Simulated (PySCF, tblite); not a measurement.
Species: C4H11NOSi2.
Geometry (GFN2-xTB, Å), atoms numbered from 1 in this order:
```xyz
19
C4H11NOSi2 angstrom
C     -3.398    0.733    0.008
C     -2.423   -0.113    0.279
C     -1.476   -0.662   -0.736
N     -0.091   -0.410   -0.386
Si     0.525   -0.083    1.177
C      2.415    0.173    0.906
O      3.092    0.321    1.907
Si     3.290    0.259   -0.812
H     -3.570    1.100   -0.990
H     -4.071    1.087    0.769
H     -2.266   -0.474    1.285
H     -1.652   -1.748   -0.817
H     -1.685   -0.215   -1.715
H      0.533   -0.789   -1.082
H     -0.041    1.169    1.683
H      0.374   -1.142    2.188
H      3.148   -1.059   -1.443
H      2.591    1.268   -1.607
H      4.695    0.593   -0.622
```

The calculation used PBE0/pcSseg-1 in PySCF (dipole) on a GFN2-xTB geometry, gas phase.

Masses are those of the commonest isotopes; rigid-rotor values at the optimised geometry. The values belong to one conformer with, in the numbering `[CH2:1]=[CH:2][CH2:3][NH:4][SiH2:5][C:6](=[O:7])[SiH3:8]`, C1–C2–C3–N4 124°, C2–C3–N4–Si5 22°, C3–N4–Si5–C6 -179°, N4–Si5–C6–O7 -175°.

Q: What are A, B and C (GHz)?

A: Ia = 173.23, Ib = 818.32, Ic = 933.78 u·Å²; 505379 MHz·u·Å²/I gives 2917, 617.6 and 541.2 MHz, that is A = 2.9174, B = 0.6176, C = 0.5412 GHz.

Q: Classify the top.

A: A near-prolate asymmetric top: κ = (2 × 617.6 − 2917 − 541.2)/(2917 − 541.2) = -0.94.

Q: What does the inertial defect say?

A: Not planar: Δ = Ic − Ia − Ib = -57.77 u·Å². For a rigid frame Δ = −2 Σ m c², so Σ m c² = 28.89 u·Å² lies off the ab plane: 12.31 from hydrogen and 16.58 from heavier atoms. The atom farthest from that plane is 1.64 Å away.

Q: Give the other two planar moments, Paa and Pbb, and the rms extents of the mass along the axes.

A: Paa = Σ m a² = (Ib + Ic − Ia)/2 = 789.43 and Pbb = Σ m b² = (Ia + Ic − Ib)/2 = 144.34 u·Å². With the mass M = 145.04 u, the rms extents √(P/M) along a, b and c are 2.33, 1.00, 0.45 Å.

Q: Where do the levels up to J = 5 lie, in K?

A: Above 0(0,0), as E/k:
J = 1: 1(0,1) 0.056, 1(1,1) 0.166, 1(1,0) 0.170
J = 2: 2(0,2) 0.167, 2(1,2) 0.274, 2(1,1) 0.285, 2(2,1) 0.616, 2(2,0) 0.616
J = 3: 3(0,3) 0.333, 3(1,3) 0.435, 3(1,2) 0.457, 3(2,2) 0.783, 3(2,1) 0.783, 3(3,1) 1.344, 3(3,0) 1.344
J = 4: 4(0,4) 0.555, 4(1,4) 0.650, 4(1,3) 0.686, 4(2,3) 1.005, 4(2,2) 1.006, 4(3,2) 1.566, 4(3,1) 1.566, 4(4,1) 2.351, 4(4,0) 2.351
J = 5: 5(0,5) 0.831, 5(1,5) 0.918, 5(1,4) 0.973, 5(2,4) 1.283, 5(2,3) 1.286, 5(3,3) 1.845, 5(3,2) 1.845, 5(4,2) 2.630, 5(4,1) 2.630, 5(5,1) 3.639, 5(5,0) 3.639

Q: Which types of transition are allowed, and where do some lines up to J = 5 fall?

A: The dipole components are |μa| = 2.09 D, |μb| = 2.51 D, |μc| = 0.54 D. The squared components, which scale the intensities, stand as 0.70 : 1.00 : 0.05 (a : b : c). Some lines, for components of 0.1 D or more:

```tsv
type	branch	J(Ka,Kc)	MHz	lower level (cm⁻¹)
a	R	5(0,5) ← 4(0,4)	5757	0.386
a	R	5(4,1) ← 4(4,0)	5798	1.634
b	Q	2(2,0) ← 2(1,1)	6901	0.198
c	R	2(2,1) ← 1(1,1)	9370	0.115
c	Q	4(3,2) ← 4(2,2)	11668	0.699
b	R	5(2,4) ← 4(1,3)	12426	0.477
c	R	4(3,2) ← 3(2,2)	16330	0.544
b	Q	5(5,0) ← 5(4,1)	21038	1.828
b	Q	5(5,1) ← 5(4,2)	21038	1.828
c	R	5(4,1) ← 4(3,1)	22160	1.089
```

Q: Estimate the classical rotational partition function at 25 K, 200 K and 298.15 K.

A: Point group C1, symmetry number σ = 1; q = (√π/σ)·√((kT/h)³/(ABC)), k/h = 20836.6 MHz/K: 21300 at 25 K, 483000 at 200 K, 879000 at 298.15 K.

Its GFN2-xTB frequencies are all real (lowest 20 cm⁻¹). Zero-point vibration and centrifugal distortion are left out. A rigid rotor knows nothing of inversion at nitrogen or internal rotation, which can split or shift real lines. Quadrupole hyperfine structure (14N) is left out.
